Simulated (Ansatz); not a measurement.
System: sum formula ZrOF (charge 0, doublet). The spin state was set by rule; other spins were not relaxed. 
Structure (B3LYP-D3(BJ)/def2-TZVP (Ansatz, a first-principles code) minimum search):
SMILES: [Zr](=[O])[F]
```xyz
3

Zr     0.1691    -0.1198     0.2485
O      0.9725    -0.0288    -1.2913
F     -1.6162     0.5582     0.0433
```
Charge 0, spin multiplicity 2.

Basis-set convergence of Hartree-Fock and CCSD correlation energies (hartree) with Ansatz. Valence correlation only, unless marked. Open shells are spin-unrestricted. No spin-orbit coupling. Frozen are the shells of the preceding noble gas and the d and f shells that filled before the atom's block. In def2 rows, elements after Kr have scalar-relativistic effective core potentials.

```csv
basis,functions,E(HF),"E(corr, CCSD)"
def2-SVP,59,-220.75323,-0.46964
def2-TZVPP,118,-220.99318,-0.58866
def2-QZVPP,195,-221.00451,-0.63054
```

Extrapolating the two largest sets (X = 3 and 4) as X^-3: E(corr) = (64·(-0.63054) - 27·(-0.58866))/37 = -0.6611 Eh, an estimate of the basis-set limit. The largest set recovers 95.4 % of it, the smallest 71.0 %.
